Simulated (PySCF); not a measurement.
## Working out the ionisation energy of Ar⁴⁺

Ar⁴⁺ [Ne] 3s2 3p2 (3P) → Ar⁵⁺ [Ne] 3s2 3p1 (2P). Computed with PySCF 2.14 in an uncontracted even-tempered set (18 s from 0.09 bohr⁻², ratio 2.5; 13 p from 0.12 bohr⁻², ratio 2.5; 5 d from 1.2 bohr⁻², ratio 2.7; 5 f from 1.8 bohr⁻², ratio 2.7), with no relativity, point nucleus. Frozen: 1s2; the 20 highest virtual orbitals dropped. Energies in hartree (1 hartree = 27.21139 eV):

```csv
part,Ar⁴⁺ (lower),Ar⁵⁺ (upper)
UHF,-521.713885,-518.997212
MP2 opposite-spin,-0.298740,-0.288373
MP2 same-spin,-0.102037,-0.092717
```

Question: What does Hartree-Fock give?

Answer: (-518.997212) − (-521.713885) = 2.716673 hartree = 73.924 eV.

Question: What do MP2 and SCS-MP2 (6/5 opposite-spin, 1/3 same-spin) give?

Answer: The opposite-spin parts differ by 0.282 eV and the same-spin parts by 0.254 eV. MP2: 73.924 + (0.282) + (0.254) = 74.460 eV. SCS-MP2: 73.924 + 1.2 × (0.282) + (0.254)/3 = 74.347 eV.

A first-order spin-orbit estimate adds -0.015 eV to MP2 (outer shells), giving 74.445 eV against 74.84 ± 0.17 eV (semi-empirical (NIST evaluation); NIST Atomic Spectra Database, ionization energies).

What remains against the reference includes basis incompleteness, the frozen core and correlation beyond second order.
